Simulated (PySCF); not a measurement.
Si(H)(SeH)3 (H₄Se₃Si), SMILES [SeH][SiH]([SeH])[SeH].

Geometry optimised at B3LYP-D3(BJ)/def2-SVP. The values are those of a single conformer.

Calculation: PBE/def2-TZVP run with PySCF.

Task: Estimate the frontier levels, gap, dipole moment and polarisability. (The exact figures need the calculation; the answer reports its results.)

Result: 
```json
{
  "highest_occupied_level": "-5.98 eV",
  "lowest_empty_level": "-1.78 eV",
  "orbital_gap": "4.19 eV",
  "dipole_moment": "0.69 D",
  "quadrupole, principal values (traceless, Buckingham form, about the centre of nuclear charge)": "-4.44, 1.55, 2.88 D·Å",
  "mean_static_polarisability": "111.4 bohr³ (16.51 Å³)",
  "polarisability_principal_values": "86.1, 121.6, 126.5 bohr³"
}
```
